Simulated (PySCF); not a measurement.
C₃H₅NO₂, SMILES C1=NCOCO1.

The structure is a stationary point at ωB97X-D3(BJ)/def2-SVP. Other conformers were not sampled.

Calculation: TDDFT-PBE/def2-SVPD (PySCF).

Vertical excitations. 

```json
[
 {"state": "S1", "energy (eV)": "5.46", "λ (nm)": "227", "f": "0.009", "main pairs": "HOMO→LUMO 89 %"},
 {"state": "S2", "energy (eV)": "6.13", "λ (nm)": "202", "f": "0.017", "main pairs": "HOMO−2→LUMO 86 %"},
 {"state": "S3", "energy (eV)": "6.27", "λ (nm)": "198", "f": "0.006", "main pairs": "HOMO→LUMO+1 93 %"},
 {"state": "S4", "energy (eV)": "6.52", "λ (nm)": "190", "f": "0.031", "main pairs": "HOMO−1→LUMO 48 %, HOMO−1→LUMO+1 27 %, HOMO−2→LUMO 8 %"},
 {"state": "S5", "energy (eV)": "7.00", "λ (nm)": "177", "f": "0.049", "main pairs": "HOMO−1→LUMO+1 65 %, HOMO−1→LUMO 15 %"},
 {"state": "S6", "energy (eV)": "7.09", "λ (nm)": "175", "f": "0.008", "main pairs": "HOMO→LUMO+2 93 %"},
 {"state": "S7", "energy (eV)": "7.17", "λ (nm)": "173", "f": "0.007", "main pairs": "HOMO−2→LUMO+1 96 %"},
 {"state": "S8", "energy (eV)": "7.22", "λ (nm)": "172", "f": "0.042", "main pairs": "HOMO→LUMO+3 87 %"},
 {"state": "S9", "energy (eV)": "7.37", "λ (nm)": "168", "f": "0.008", "main pairs": "HOMO→LUMO+4 97 %"},
 {"state": "S10", "energy (eV)": "7.47", "λ (nm)": "166", "f": "0.027", "main pairs": "HOMO−3→LUMO 87 %"},
 {"state": "T1", "energy (eV)": "4.70", "λ (nm)": "264", "f": "0", "main pairs": "HOMO→LUMO 84 %, HOMO−1→LUMO 13 %"},
 {"state": "T2", "energy (eV)": "5.15", "λ (nm)": "241", "f": "0", "main pairs": "HOMO−1→LUMO 84 %, HOMO→LUMO 14 %"},
 {"state": "T3", "energy (eV)": "5.90", "λ (nm)": "210", "f": "0", "main pairs": "HOMO−2→LUMO 98 %"},
 {"state": "T4", "energy (eV)": "6.19", "λ (nm)": "200", "f": "0", "main pairs": "HOMO→LUMO+1 99 %"}
]
```
Triplets are in the Tamm–Dancoff approximation, which puts them higher than full response would, so one can lie above its singlet here.
